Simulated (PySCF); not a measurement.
# Spin-rotation constants: SMILES O=S(=O)(Cl)C1CCC1, C4H7ClO2S

Molfile (atoms numbered from 1):
```
C4H7ClO2S
     RDKit          3D

 15 15  0  0  0  0  0  0  0  0999 V2000
    1.3067   -0.9194    1.4892 O   0  0  0  0  0  0  0  0  0  0  0  0
    1.6899   -0.4777    0.1887 S   0  0  0  0  0  6  0  0  0  0  0  0
    2.4128   -1.3751   -0.6531 O   0  0  0  0  0  0  0  0  0  0  0  0
    2.8762    1.1585    0.4599 Cl  0  0  0  0  0  0  0  0  0  0  0  0
    0.2962    0.2457   -0.7014 C   0  0  0  0  0  0  0  0  0  0  0  0
   -0.4876    1.1267    0.2560 C   0  0  0  0  0  0  0  0  0  0  0  0
   -1.4417   -0.0519    0.5175 C   0  0  0  0  0  0  0  0  0  0  0  0
   -0.8137   -0.7991   -0.6718 C   0  0  0  0  0  0  0  0  0  0  0  0
    0.6883    0.6253   -1.6381 H   0  0  0  0  0  0  0  0  0  0  0  0
    0.0831    1.4809    1.1119 H   0  0  0  0  0  0  0  0  0  0  0  0
   -0.9635    1.9743   -0.2337 H   0  0  0  0  0  0  0  0  0  0  0  0
   -1.2464   -0.5420    1.4672 H   0  0  0  0  0  0  0  0  0  0  0  0
   -2.5025    0.1685    0.4306 H   0  0  0  0  0  0  0  0  0  0  0  0
   -0.4707   -1.8135   -0.4769 H   0  0  0  0  0  0  0  0  0  0  0  0
   -1.4314   -0.7933   -1.5680 H   0  0  0  0  0  0  0  0  0  0  0  0
  1  2  2  0
  2  3  2  0
  2  4  1  0
  2  5  1  0
  5  6  1  0
  6  7  1  0
  7  8  1  0
  8  5  1  0
  5  9  1  0
  6 10  1  0
  6 11  1  0
  7 12  1  0
  7 13  1  0
  8 14  1  0
  8 15  1  0
M  END
```

Method used: GIAO KT3/pcSseg-1 magnetisability, rotational g tensor and spin-rotation constants, non-relativistic, gas phase (PySCF 2.14.0). Geometry: GFN2-xTB.

Task: Give the nuclear spin-rotation constants along the inertial axes (H = +C I·J) beside the isotropic shieldings.

Result: Rotational constants 2.5655, 1.2267, 1.0535 GHz. A star marks the isotopologue with that one atom substituted, in its own axes.
| atom | isotope | Caa (kHz) | Cbb (kHz) | Ccc (kHz) | mean (kHz) | σ (ppm) |
| --- | --- | --- | --- | --- | --- | --- |
| Cl4 | 35Cl | 0.931 | 0.464 | 0.580 | 0.658 | 424.1 |
| H9 | 1H | -0.256 | -0.148 | 0.061 | -0.115 | 27.8 |
| H10 | 1H | -0.126 | -0.088 | -0.058 | -0.091 | 29.1 |
| H11 | 1H | -0.241 | -0.026 | -0.066 | -0.111 | 29.1 |
| H12 | 1H | -0.262 | -0.128 | 0.039 | -0.117 | 29.0 |
| H13 | 1H | 0.081 | -0.120 | -0.123 | -0.054 | 29.7 |
| H14 | 1H | -0.229 | 0.018 | -0.109 | -0.107 | 29.2 |
| H15 | 1H | -0.106 | -0.140 | -0.025 | -0.090 | 29.2 |
| O1 | 17O* | -0.658 | -0.317 | -0.345 | -0.440 | 55.1 |
| S2 | 33S* | 1.141 | 0.486 | 0.400 | 0.676 | 178.3 |
| C5 | 13C* | 0.584 | 0.290 | 0.252 | 0.375 | 107.7 |
| C6 | 13C* | 0.380 | 0.219 | 0.164 | 0.254 | 156.3 |
| C7 | 13C* | 0.412 | 0.160 | 0.175 | 0.249 | 161.8 |

For the geometry as given, no vibrational averaging.

Task: How do the rotational constants and the g tensor change when H9, H10, H11, H12, H13, H14, H15 are replaced by deuterium?

Result: Constants 2.3214, 1.1130, 0.9630 GHz; g -0.0343, -0.0137, -0.0161, against -0.0375, -0.0150, -0.0174 before.
